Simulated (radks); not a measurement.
Problem. Species: Se. Configuration: [Ar] 3d10 4s1 4p4 5p1 (not the ground configuration). Calculated with a radial shooting solver on a logarithmic mesh with Libxc functionals: Dirac Kohn-Sham, OLYP, spin-unpolarised, spherical densities, finite nucleus; open shells fill j = l - 1/2 first; Fermi nuclear charge, rms radius 4.14 fm. Some entries of the table are withheld. Estimate them.

| orbital | occ. | eigenvalue (hartree) | <1/r> (bohr^-1) |
|---|---|---|---|
| 1s1/2 | 2 | -459.6448 | 34.56 |
| 2s1/2 | 2 | -59.39854 | 7.686 |
| 2p1/2 | 2 | -53.32865 | 7.651 |
| 2p3/2 | 4 | -51.79424 | 7.414 |
| 3s1/2 | 2 | -8.16744 | 2.501 |
| 3p1/2 | 2 | -6.08890 | 2.381 |
| 3p3/2 | 4 | -5.87267 | 2.325 |
| 3d3/2 | 4 | (1) | 2.050 |
| 3d5/2 | 6 | (2) | 2.035 |
| 4s1/2 | 1 | -0.86861 | 0.7615 |
| 4p1/2 | 2 | -0.45536 | 0.6309 |
| 4p3/2 | 2 | -0.43878 | 0.6187 |
| 5s1/2 | 0 | (3) | 0.2166 |
| 5p1/2 | 1 | -0.04180 | 0.1529 |
| 5p3/2 | 0 | -0.04100 | 0.1511 |
| 4d3/2 | 0 | -0.02260 | 0.1880 |
| 4d5/2 | 0 | -0.02241 | 0.1863 |

Solution. 
(1) 3d3/2 eigenvalue (hartree): -2.29063
(2) 3d5/2 eigenvalue (hartree): -2.25742
(3) 5s1/2 eigenvalue (hartree): -0.08717
